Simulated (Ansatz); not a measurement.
Ansatz (a quantum-chemistry and plane-wave program) input for C4H8BF, SMILES C=CB(F)CC, PBE0-D3(BJ)/def2-SVP. 

Ansatz 0.2 input:
```yaml
crystal:
  periodic: [false, false, false]
  atoms:
    - {symbol: B, position_ang: [-0.28207657, 0.18301256, 0.56742440]}
    - {symbol: F, position_ang: [-0.38804854, 0.15378446, 1.89162580]}
    - {symbol: C, position_ang: [0.99481765, 0.88984874, -0.06166231]}
    - {symbol: C, position_ang: [2.06778457, -0.14177959, -0.44989517]}
    - {symbol: H, position_ang: [1.43705707, 1.58794227, 0.65152043]}
    - {symbol: H, position_ang: [0.73526635, 1.46195447, -0.95392057]}
    - {symbol: H, position_ang: [1.67507767, -0.84668535, -1.17899508]}
    - {symbol: H, position_ang: [2.39017695, -0.70141499, 0.42494052]}
    - {symbol: H, position_ang: [2.93550709, 0.35473312, -0.87899326]}
    - {symbol: C, position_ang: [-1.40702905, -0.52567621, -0.24372653]}
    - {symbol: C, position_ang: [-1.49453584, -0.55434843, -1.57137417]}
    - {symbol: H, position_ang: [-2.17882116, -1.03785626, 0.32124547]}
    - {symbol: H, position_ang: [-2.29100466, -1.06387262, -2.09160096]}
    - {symbol: H, position_ang: [-0.76666357, -0.06219070, -2.19600184]}
basis:
  gaussian:
    orbitals: def2-SVP
hamiltonian:
  xc: pbe0
  dispersion: d3bj
relax: {f_tol: 0.002, max_steps: 200}
```

Output:

```
[...]
mean field: 0.54 GiB planned
mean field -7658.57336471 eV, -281.4473799857 hartree, gradient 3.5e-5 eV, S^2 0.000000; 0 other end points of the search recorded, 0 dependent functions left out
the calculation of the forces begins
reference -7658.57339319 eV, -281.4473810323 hartree; 23, 23 occupied and 101, 101 virtual orbitals, 1408 factors
relax step  54: F+E_penalty+E_count = -7658.80368093 eV  Δ(F+E_penalty+E_count) = -4.224e-6 eV  max|allowed force component| = 7.735e-3 eV/Å  Δτ_max = 0.0005 Å  (20 SCF iters, accepted)
these checks for a lower state are left out or cut short: starts, cluster_reference, orbital_swaps, neighbouring_geometries, increment
integrals: 0.09 GiB planned
1408 factors; integrals over basis functions are off by at most 4.4e-4 eV
mean field: 0.54 GiB planned
mean field -7658.57336461 eV, -281.4473799818 hartree, gradient 3.2e-5 eV, S^2 0.000000; 0 other end points of the search recorded, 0 dependent functions left out
the calculation of the forces begins
reference -7658.57339309 eV, -281.4473810284 hartree; 23, 23 occupied and 101, 101 virtual orbitals, 1408 factors
relax step  55: F+E_penalty+E_count = -7658.80367988 eV  Δ(F+E_penalty+E_count) = +1.047e-6 eV  max|allowed force component| = 8.596e-3 eV/Å  Δτ_max = 0.0005 Å  (20 SCF iters, rejected (line search))
these checks for a lower state are left out or cut short: starts, cluster_reference, orbital_swaps, neighbouring_geometries, increment
integrals: 0.09 GiB planned
1408 factors; integrals over basis functions are off by at most 4.4e-4 eV
mean field: 0.54 GiB planned
mean field -7658.57336538 eV, -281.4473800102 hartree, gradient 1.9e-5 eV, S^2 0.000000; 0 other end points of the search recorded, 0 dependent functions left out
the calculation of the forces begins
reference -7658.57339386 eV, -281.4473810567 hartree; 23, 23 occupied and 101, 101 virtual orbitals, 1408 factors
relax step  56: F+E_penalty+E_count = -7658.80368386 eV  Δ(F+E_penalty+E_count) = -2.930e-6 eV  max|allowed force component| = 2.826e-3 eV/Å  Δτ_max = 0.0003 Å  (20 SCF iters, accepted)
these checks for a lower state are left out or cut short: starts, cluster_reference, orbital_swaps, neighbouring_geometries, increment
integrals: 0.09 GiB planned
1408 factors; integrals over basis functions are off by at most 4.4e-4 eV
mean field: 0.54 GiB planned
mean field -7658.57336388 eV, -281.4473799552 hartree, gradient 4.0e-5 eV, S^2 0.000000; 0 other end points of the search recorded, 0 dependent functions left out
the calculation of the forces begins
reference -7658.57339236 eV, -281.4473810017 hartree; 23, 23 occupied and 101, 101 virtual orbitals, 1408 factors
relax step  57: F+E_penalty+E_count = -7658.80368509 eV  Δ(F+E_penalty+E_count) = -1.232e-6 eV  max|allowed force component| = 1.598e-3 eV/Å  Δτ_max = 0.0011 Å  (20 SCF iters, accepted)
these checks for a lower state are left out or cut short: starts, cluster_reference, orbital_swaps, neighbouring_geometries, increment
integrals: 0.09 GiB planned
1408 factors; integrals over basis functions are off by at most 4.4e-4 eV
mean field: 0.54 GiB planned
mean field evaluation 384: about -7658.5254 eV, gradient 3.1e-1 eV
mean field -7658.57336078 eV, -281.4473798412 hartree, gradient 1.8e-5 eV, S^2 0.000000; 0 other end points of the search recorded, 0 dependent functions left out
the calculation of the forces begins
reference -7658.57338926 eV, -281.4473808878 hartree; 23, 23 occupied and 101, 101 virtual orbitals, 1408 factors
relax step  58: F+E_penalty+E_count = -7658.80368765 eV  Δ(F+E_penalty+E_count) = -2.561e-6 eV  max|allowed force component| = 2.089e-3 eV/Å  Δτ_max = 0.0048 Å  (22 SCF iters, accepted)
these checks for a lower state are left out or cut short: starts, cluster_reference, orbital_swaps, neighbouring_geometries, increment
integrals: 0.09 GiB planned
1408 factors; integrals over basis functions are off by at most 4.5e-4 eV
mean field: 0.54 GiB planned
mean field -7658.57334713 eV, -281.4473793394 hartree, gradient 1.3e-5 eV, S^2 0.000000; 0 other end points of the search recorded, 0 dependent functions left out
the calculation of the forces begins
reference -7658.57337561 eV, -281.4473803861 hartree; 23, 23 occupied and 101, 101 virtual orbitals, 1408 factors
relax step  59: F+E_penalty+E_count = -7658.80369032 eV  Δ(F+E_penalty+E_count) = -2.675e-6 eV  max|allowed force component| = 3.917e-3 eV/Å  Δτ_max = 0.0127 Å  (24 SCF iters, accepted)
these checks for a lower state are left out or cut short: starts, cluster_reference, orbital_swaps, neighbouring_geometries, increment
integrals: 0.09 GiB planned
1408 factors; integrals over basis functions are off by at most 4.5e-4 eV
mean field: 0.54 GiB planned
mean field -7658.57333050 eV, -281.4473787286 hartree, gradient 1.2e-5 eV, S^2 0.000000; 0 other end points of the search recorded, 0 dependent functions left out
the calculation of the forces begins
reference -7658.57335898 eV, -281.4473797752 hartree; 23, 23 occupied and 101, 101 virtual orbitals, 1408 factors
relax step  60: F+E_penalty+E_count = -7658.80368896 eV  Δ(F+E_penalty+E_count) = +1.362e-6 eV  max|allowed force component| = 6.767e-3 eV/Å  Δτ_max = 0.0112 Å  (24 SCF iters, rejected (line search))
these checks for a lower state are left out or cut short: starts, cluster_reference, orbital_swaps, neighbouring_geometries, increment
integrals: 0.09 GiB planned
1408 factors; integrals over basis functions are off by at most 4.5e-4 eV
mean field: 0.54 GiB planned
mean field -7658.57333853 eV, -281.4473790236 hartree, gradient 1.4e-5 eV, S^2 0.000000; 0 other end points of the search recorded, 0 dependent functions left out
the calculation of the forces begins
reference -7658.57336701 eV, -281.4473800702 hartree; 23, 23 occupied and 101, 101 virtual orbitals, 1408 factors
relax step  61: F+E_penalty+E_count = -7658.80369316 eV  Δ(F+E_penalty+E_count) = -2.832e-6 eV  max|allowed force component| = 4.122e-3 eV/Å  Δτ_max = 0.0055 Å  (23 SCF iters, accepted)
these checks for a lower state are left out or cut short: starts, cluster_reference, orbital_swaps, neighbouring_geometries, increment
integrals: 0.09 GiB planned
1408 factors; integrals over basis functions are off by at most 4.5e-4 eV
mean field: 0.54 GiB planned
mean field -7658.57331335 eV, -281.4473780982 hartree, gradient 1.8e-5 eV, S^2 0.000000; 0 other end points of the search recorded, 0 dependent functions left out
the calculation of the forces begins
reference -7658.57334183 eV, -281.4473791446 hartree; 23, 23 occupied and 101, 101 virtual orbitals, 1408 factors
relax step  62: F+E_penalty+E_count = -7658.80368700 eV  Δ(F+E_penalty+E_count) = +6.155e-6 eV  max|allowed force component| = 1.179e-2 eV/Å  Δτ_max = 0.0101 Å  (23 SCF iters, rejected (line search))
these checks for a lower state are left out or cut short: starts, cluster_reference, orbital_swaps, neighbouring_geometries, increment
integrals: 0.09 GiB planned
1408 factors; integrals over basis functions are off by at most 4.5e-4 eV
mean field: 0.54 GiB planned
mean field evaluation 416: about -7658.5733 eV, gradient 1.3e-4 eV
mean field -7658.57333213 eV, -281.4473787885 hartree, gradient 1.1e-5 eV, S^2 0.000000; 0 other end points of the search recorded, 0 dependent functions left out
the calculation of the forces begins
reference -7658.57336061 eV, -281.4473798350 hartree; 23, 23 occupied and 101, 101 virtual orbitals, 1408 factors
relax step  63: F+E_penalty+E_count = -7658.80369497 eV  Δ(F+E_penalty+E_count) = -1.813e-6 eV  max|allowed force component| = 3.623e-3 eV/Å  Δτ_max = 0.0049 Å  (23 SCF iters, accepted)
these checks for a lower state are left out or cut short: starts, cluster_reference, orbital_swaps, neighbouring_geometries, increment
integrals: 0.09 GiB planned
1408 factors; integrals over basis functions are off by at most 4.6e-4 eV
mean field: 0.54 GiB planned
mean field -7658.57329780 eV, -281.4473775267 hartree, gradient 1.6e-5 eV, S^2 0.000000; 0 other end points of the search recorded, 0 dependent functions left out
the calculation of the forces begins
reference -7658.57332627 eV, -281.4473785730 hartree; 23, 23 occupied and 101, 101 virtual orbitals, 1408 factors
relax step  64: F+E_penalty+E_count = -7658.80368008 eV  Δ(F+E_penalty+E_count) = +1.489e-5 eV  max|allowed force component| = 1.585e-2 eV/Å  Δτ_max = 0.0137 Å  (24 SCF iters, rejected (line search))
these checks for a lower state are left out or cut short: starts, cluster_reference, orbital_swaps, neighbouring_geometries, increment
integrals: 0.09 GiB planned
1408 factors; integrals over basis functions are off by at most 4.5e-4 eV
mean field: 0.54 GiB planned
mean field -7658.57332513 eV, -281.4473785311 hartree, gradient 1.0e-5 eV, S^2 0.000000; 0 other end points of the search recorded, 0 dependent functions left out
the calculation of the forces begins
reference -7658.57335360 eV, -281.4473795775 hartree; 23, 23 occupied and 101, 101 virtual orbitals, 1408 factors
relax step  65: F+E_penalty+E_count = -7658.80369644 eV  Δ(F+E_penalty+E_count) = -1.472e-6 eV  max|allowed force component| = 1.412e-3 eV/Å  Δτ_max = 0.0067 Å  (24 SCF iters, accepted)
these checks for a lower state are left out or cut short: starts, cluster_reference, orbital_swaps, neighbouring_geometries, increment
integrals: 0.09 GiB planned
1408 factors; integrals over basis functions are off by at most 4.6e-4 eV
mean field: 0.54 GiB planned
mean field -7658.57332148 eV, -281.4473783970 hartree, gradient 8.4e-5 eV, S^2 0.000000; 0 other end points of the search recorded, 0 dependent functions left out
the calculation of the forces begins
reference -7658.57334995 eV, -281.4473794434 hartree; 23, 23 occupied and 101, 101 virtual orbitals, 1408 factors
relax step  66: F+E_penalty+E_count = -7658.80369623 eV  Δ(F+E_penalty+E_count) = +2.152e-7 eV  max|allowed force component| = 1.965e-3 eV/Å  Δτ_max = 0.0029 Å  (20 SCF iters, accepted)
integrals: 0.09 GiB planned
1408 factors; integrals over basis functions are off by at most 4.6e-4 eV
mean field: 0.54 GiB planned
mean field evaluation 448: about -7658.5733 eV, gradient 5.1e-3 eV
mean field -7658.57332148 eV, -281.4473783970 hartree, gradient 8.4e-5 eV, S^2 0.000000; 1 other end points of the search recorded, 0 dependent functions left out
the calculation of the forces begins
reference -7658.57334995 eV, -281.4473794434 hartree; 23, 23 occupied and 101, 101 virtual orbitals, 1408 factors
Total energy: -7658.80372470 eV, -281.4558455591 hartree
Atom 0 at    -0.113789    -0.414227     0.216099 Å, force     0.000051    -0.001958    -0.000194 eV/Å
Atom 1 at     0.170140    -1.018390     1.374984 Å, force    -0.000101     0.000477    -0.000286 eV/Å
Atom 2 at     1.034545     0.373942    -0.513428 Å, force    -0.000065     0.001099    -0.000103 eV/Å
Atom 3 at     2.445860     0.120588     0.002751 Å, force    -0.000006    -0.000291     0.000244 eV/Å
Atom 4 at     0.774204     1.446377    -0.410256 Å, force     0.000238    -0.000627    -0.000125 eV/Å
Atom 5 at     0.970724     0.188121    -1.600226 Å, force     0.000000    -0.000026     0.000225 eV/Å
Atom 6 at     2.740957    -0.931357    -0.134393 Å, force     0.000007     0.000356     0.000095 eV/Å
Atom 7 at     2.524034     0.335113     1.079224 Å, force    -0.000029    -0.000128    -0.000394 eV/Å
Atom 8 at     3.192018     0.741806    -0.515847 Å, force    -0.000068    -0.000028     0.000014 eV/Å
Atom 9 at    -1.587150    -0.525275    -0.282364 Å, force    -0.000265     0.001965     0.000674 eV/Å
Atom 10 at    -2.015960    -0.006186    -1.441675 Å, force    -0.000062     0.000351     0.000514 eV/Å
Atom 11 at    -2.314087    -1.054820     0.347307 Å, force     0.000112    -0.000420    -0.000215 eV/Å
Atom 12 at    -3.055736    -0.089035    -1.776616 Å, force     0.000220    -0.000792    -0.000473 eV/Å
Atom 13 at    -1.338251     0.530796    -2.114973 Å, force    -0.000034     0.000020     0.000025 eV/Å
Dipole moment:    -0.114049     0.151711    -0.286290 e Å
```

Self-consistency was reached.
